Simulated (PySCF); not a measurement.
**SiSn and its ions**

UHF-MP2; PySCF, spin-free X2C with a Gaussian nucleus, basis sets Si x2c-SVPall, Sn x2c-SVPall. Neutral (UHF): triplet (π ↑↑), Re = 2.520 Å, ωe = 354 cm⁻¹, De = 2.23 eV.

SiSn⁺ (UHF): quartet (σ ↑, π ↑↑), Re = 2.537 Å, ωe = 332 cm⁻¹, De = 2.34 eV to Si + Sn⁺. The energies at the minima are -6462.61357 hartree for SiSn and -6462.35587 for SiSn⁺.

Problem. Work out the adiabatic ionisation energy, without and with harmonic zero-point energies (1 hartree = 27.2114 eV, 1 eV = 8065.5 cm⁻¹), and the change of the bond length.

Solution. At UHF-MP2: 0.25770 hartree = 7.012 eV between the minima; the zero-point term (332.0 − 354.0)/2 cm⁻¹ = -0.001 eV makes it 7.011 eV. Re changes by +1.7 pm against the neutral. The electron leaves a σ orbital, and the small change of length marks it as nearly non-bonding.

Correlated steps freeze 23 core orbitals. Correlated levels converge slowly with the basis: in double zeta they bind strong bonds too weakly, by up to about 1 eV, and carry superposition errors of some tenths. Spin–orbit coupling is left out, which matters for elements this heavy, above all for dissociation energies. For an ion De counts to the pair picked by the measured ionisation energies or electron affinities, which need not be the lowest pair at this level. States were picked by a PBE0 search and need not be the measured ground states.
